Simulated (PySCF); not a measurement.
## Bi⁻ (bismuth, charge -1) across methods

[Xe] 4f14 5d10 6s2 6p4, high-spin 3P determinant. Calculation: PySCF 2.14, in aug-cc-pVTZ-PP with one added diffuse shell each of d, f type with ECP60MDF (6s5p5d3f, 67 functions); scalar relativity through the core potential.

```csv
method,E (hartree),mean ε 6s β (eV),mean ε 6p α (eV),mean ε 6p β (eV),Σ⟨r²⟩ (bohr²),⟨S²⟩
UHF,-213.58723,-10.822,-2.307,-0.514,94.63,2.024
PW91,-214.7544,-7.744,0.532,1.412,95.88,2.007
PBE,-214.6693,-7.706,0.548,1.428,96.31,2.007
r2SCAN,-214.7467,-7.745,0.288,1.336,94.74,2.016
wB97M-V,-214.5767,-10.924,-2.016,-0.895,93.74,2.006
MN15,-214.2252,-10.097,-0.884,0.125,97.42,2.007
LDA,-214.3653,-8.083,0.456,1.300,96.07,2.004
PBE0,-214.6469,-8.694,-0.243,0.798,94.40,2.008
```

Estimate the same row for B97-3.

E (hartree) = -214.6759; mean ε 6s β (eV) = -8.732; mean ε 6p α (eV) = -0.217; mean ε 6p β (eV) = 0.838; Σ⟨r²⟩ (bohr²) = 95.61; ⟨S²⟩ = 2.011.

Energies and moments cover only the electrons outside the core potential. Spin-orbit coupling is strong in this species (close to jj coupling), so the high-spin LS determinant is a model state, not a physical level.

The highest occupied level is positive at PW91, PBE, r2SCAN, B97-3, MN15, LDA, PBE0: only the finite basis holds that electron, which in a density functional comes from self-interaction.
